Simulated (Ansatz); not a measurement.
`FC(F)(F)S[SiH3]` and `FC(F)(F)O[SiH3]` differ in one element.

Ansatz, PBE0-D4/def2-TZVP geometries, multiplicity 1. 

| property | `FC(F)(F)S[SiH3]` |
| --- | --- |
| HOMO–LUMO gap (ωB97M-V/def2-TZVPP) / eV | 11.72 |
| HOMO energy (ωB97M-V/def2-TZVPP) / eV | -10.26 |
| HOMO energy (PBE0/def2-TZVPP) / eV | -8.04 |
| HOMO–LUMO gap (B3LYP/def2-TZVPP) / eV | 7.17 |
| LUMO energy (PBE/def2-TZVPP) / eV | -1.32 |
| zero-point energy (PBE0-D4/def2-TZVP) / kJ/mol | 108.0 |

What does the change do to each property? (Estimate.)

Ansatz gave: 
```csv
property,`FC(F)(F)O[SiH3]`,shift
HOMO–LUMO gap (ωB97M-V/def2-TZVPP) / eV,13.55,1.83
HOMO energy (ωB97M-V/def2-TZVPP) / eV,-12.06,-1.80
HOMO energy (PBE0/def2-TZVPP) / eV,-9.74,-1.70
HOMO–LUMO gap (B3LYP/def2-TZVPP) / eV,9.10,1.93
LUMO energy (PBE/def2-TZVPP) / eV,-1.08,0.24
zero-point energy (PBE0-D4/def2-TZVP) / kJ/mol,117.2,9.2
```

With PBE0 the HOMO falls by 1.70 eV and the LUMO rises by 0.19 eV, so the gap widens by about 1.89 eV. PBE moves the HOMO by -1.45 eV and ωB97M-V by -1.80 eV.

Positive LUMOs are unbound, so they and the gaps depend on the basis.

B3LYP here is the variant with VWN-RPA as its local correlation; programs differ in this.
